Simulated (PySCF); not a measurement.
C₂HF₃O₂, triplet, at a GFN2-xTB geometry (a higher spin typed on purpose: for a closed-shell molecule this is an excited state). Base run: M06L/3-21G in PySCF.

Here is a job for PySCF.
```python
from pyscf import gto, scf, dft

mol = gto.M(
    atom='''
O     1.65790534   -0.88270612   -0.07220064
C     0.98936800    0.25369855   -0.36291891
O     1.22640711    1.42611907    0.05638304
C    -0.59071777   -0.06640763   -0.02476285
F    -0.78362860   -0.22649549    1.28232619
F    -1.35925859    0.90600159   -0.46203374
F    -0.91655170   -1.18974048   -0.63825805
H     2.06854888   -0.87893974    0.81432182
''',
    basis='3-21g',
    spin=2,
    verbose=5,
)

mf = dft.UKS(mol)
mf.xc = 'm06l'
mf.kernel()
mf.analyze()
```

Variants of this job, named by their change:

| change | ΔE vs base (mEh) | grid points | electrons on the grid |
|---|---|---|---|
| base | 0.000 | 109000 | 55.99999 |
| grids.level = 0 | -24.156 | 8224 | 55.97879 |
| grids.radi_method = gauss_chebyshev | 0.080 | 106696 | 55.99999 |
| grids.level = 2 | -0.069 | 85016 | 55.99999 |
| grids.prune = dft.gen_grid.sg1_prune | 0.179 | 48808 | 55.99987 |
| grids.level = 5 | -0.036 | 327088 | 56.00000 |
| grids.atom_grid = (30, 110) | -5.721 | 19648 | 55.99978 |
| grids.atom_grid = (75, 302) | 0.001 | 114024 | 55.99999 |
| grids.prune = off | 0.006 | 173656 | 55.99999 |
| grids.radi_method = mura_knowles | 0.017 | 104032 | 55.99999 |
| grids.atom_grid = (150, 974) | -0.039 | 633960 | 56.00000 |

Open shells are given as the SCF converged; they aren't shown to be the lowest states, and a large step between rows can be another state.
